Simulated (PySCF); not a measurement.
Delta-SCF ions had no search for a lower state. 

**C$_{3}$H$_{7}$OSi, SMILES `C1C([SiH2][O-])C1` (O–Si–C–C torsion 35°) (charge -1, multiplicity 1)**

All values below come from PySCF with CAM-B3LYP-D3(BJ)/def2-TZVPD.

The HOMO is -2.85 eV. The vertical detachment energy (Delta-SCF) is 3.59 eV and the total energy is -13151.19 eV. The cost is very roughly 4 core-minutes.

```xyz
12

O      1.9088    -1.4545     0.3024
Si     1.6905     0.0534    -0.0361
C     -0.1332     0.5600    -0.1246
C     -1.1354    -0.4322    -0.6530
C     -1.1162    -0.1004     0.8054
H      2.2765     1.0659     0.9374
H      2.2447     0.5449    -1.3657
H     -0.3547     1.5992    -0.3580
H     -0.7539    -1.4027    -0.9442
H     -1.9680    -0.0697    -1.2453
H     -0.7232    -0.8516     1.4789
H     -1.9359     0.4877     1.2027
```
Charge -1, spin multiplicity 1.
